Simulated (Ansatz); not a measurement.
## Worked example: the enthalpy of C2H5Br + BClF2 → C2H5Cl + BBrF2

Species: C2H5Br (bromoethane) `CCBr`, singlet; BClF2 (chlorodifluoroborane) `FB(F)Cl`, singlet; C2H5Cl (chloroethane) `CCCl`, singlet; BBrF2 `FB(F)Br`, singlet. The partners trade Br for Cl: C–Br and B–Cl bonds give way to C–Cl and B–Br.

Shapes, held fixed at every level: PBE0-D4/def2-TZVP. Programs: Ansatz 0.2.0. The zero-point and thermal terms to 298 K, harmonic and unscaled (PBE0-D4/def2-TZVP), stand in the table.

At wB97X-V/def2-TZVPP; 1 Eh = 2625.50 kJ/mol:

```
species   energy (Eh)  H(298 K) − E (kJ/mol)  tabulated ΔfH (kJ/mol)
 C2H5Br  -2653.153648                  186.9                   -63.1
  BClF2   -684.870250                   41.0                  -885.3
 C2H5Cl   -539.378596                  188.1                  -111.2
  BBrF2  -2798.637875                   40.0                  -820.1
```

Q: Work out the reaction enthalpy at 298 K from the calculation and from the table of heats.

A: 
1. Electronic: (-539.378596) + (-2798.637875) − [(-2653.153648) + (-684.870250)] = 0.007427 Eh = +19.5 kJ/mol.
2. Zero-point and thermal: (188.1) + (40.0) − [(186.9) + (41.0)] = +0.2 kJ/mol.
3. Computed ΔH = +19.7 kJ/mol.
4. From the heats of formation (Active Thermochemical Tables, NIST-JANAF tables): (-111.2) + (-820.1) − [(-63.1) + (-885.3)] = +17.1 kJ/mol.
5. Computed less tabulated: +2.6 kJ/mol. Tabulated heats carry uncertainties of their own. The tabulated values of BClF2, BBrF2 are in doubt (older tables, estimates, or at odds with other calculations) and kept here.

Relativity is left out for Br.
